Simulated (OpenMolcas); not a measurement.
A calculation on neutral beryllium.

* Program: OpenMolcas 26.06
* Method: CASSCF
* Basis: ANO-RCC-VQZP [5s4p3d2f1g]
* Scalar Hamiltonian: DKH2, point nucleus
* Active space: 2 electrons in 4 orbitals (2s 2p)
* State averaging: 2S+1 = 3 even, 3 roots; 2S+1 = 1 even, 6 roots; 2S+1 = 3 odd, 3 roots; 2S+1 = 1 odd, 3 roots
* Spin-orbit coupling: state interaction with AMFI integrals over the reference wave functions, term energies averaged over their components

(1) Which level of the active space comes out lowest?

(2) How high does 2p² ³P₀ lie?

(3) How high does 2s 2p ³P°₀ lie?

(4) How high does 2p² ³P₂ lie?

Measured values: NIST Handbook of Basic Atomic Spectroscopic Data.

Results:

(1) 2s² ¹S₀, with 100 % of that term; it is also the measured ground level.

(2) 60443 cm⁻¹ above the lowest level; measured 59694 cm⁻¹ above the ground level, so the calculation is off by +1 %.

(3) 21938 cm⁻¹ above the lowest level; measured 21978 cm⁻¹ above the ground level, so the calculation is off by 0 %.

(4) 60446 cm⁻¹ above the lowest level; measured 59697 cm⁻¹ above the ground level, so the calculation is off by +1 %.

Without dynamic correlation excited terms often stand tens of per cent too high (terms of higher spin than the ground term too low), and those without a measured partner can miss by more than the paired ones. Computed and measured levels are paired by configuration, term and J; levels that our copy of the source lacks, or whose pairing is in doubt (as where it misses far off the trend of its configuration), stay unpaired and out of the deviations. Only configurations of the active space appear.

° marks odd parity.
